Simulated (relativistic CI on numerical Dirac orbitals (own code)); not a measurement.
**Slater and spin-orbit integrals, O2+**

Calculated at this level of theory: Dirac-Coulomb-Breit CI, KLI orbitals optimised for each configuration, model QED (radiative potential, 1s self-energy scaled to tabulated hydrogen-like ionisation energies), valence Slater integrals scaled by 0.85, P86 correlation energy added to each configuration (own radial code, finite nucleus).

Slater integrals F^k, G^k are unscaled and averaged over j, outside the closed core 1s2; ζ comes from projecting the Hamiltonian with its Breit term on Σ l·s of the shell.

- 2s2 2p2: F^2(2p,2p) = 93096, ζ(2p) = 216.71 cm⁻¹; <r>(2p) = 0.9982, <r^2>(2p) = 1.239 (bohr units).
- 2s 2p3: F^2(2p,2p) = 92587, G^1(2s,2p) = 119360, ζ(2p) = 210.65 cm⁻¹; <r>(2s) = 1.03, <r^2>(2s) = 1.259, <r>(2p) = 1.004, <r^2>(2p) = 1.253 (bohr units).
- 2p4: F^2(2p,2p) = 91307, ζ(2p) = 206.72 cm⁻¹; <r>(2p) = 1.016, <r^2>(2p) = 1.287 (bohr units).

In this model ζ of a weakly bound d, f or g electron outside closed shells comes out too small, for d by up to a factor of two or three and at times with the wrong sign; that of an outer p electron is too small as well.

For a near-neutral ion this model can misplace configurations by up to about 10,000 cm⁻¹ (more where the count of f electrons changes) and terms by 10 to 25 % of their spread. Rates follow the energies as ν³ (E1, M1) or ν⁵ (E2), so they and the lifetimes can be off by large factors. The fine structure of a lone outer electron comes out too small, for d and f at times inverted, and misplaced configurations move strength between like terms. 32 of the 32 excited levels that our extract of the measured tables holds in this range could be paired (the sources list more); they are missed by 4577 cm⁻¹ on average and 17227 at most, and levels without a partner can miss by more. Some levels of the ground configuration have no partner and can miss by 10 % or more.

Averages of the first 10 configurations, taken without configuration mixing, which lowers the lowest level and can move excited configurations by several eV; other configurations of the list can lie among them:

```csv
Configuration,Parity,States,Average energy above the lowest level (eV)
2s2 2p2,even,15,1.8
2s 2p3,odd,40,17.5
2p4,even,15,37.5
2s2 2p 3s,odd,12,34.2
2s2 2p 3p,even,36,38.0
2s2 2p 3d,odd,60,41.4
2s2 2p 4s,odd,12,45.2
2s2 2p 4p,even,36,46.5
2s2 2p 4d,odd,60,47.8
2s2 2p 4f,even,84,48.3
```
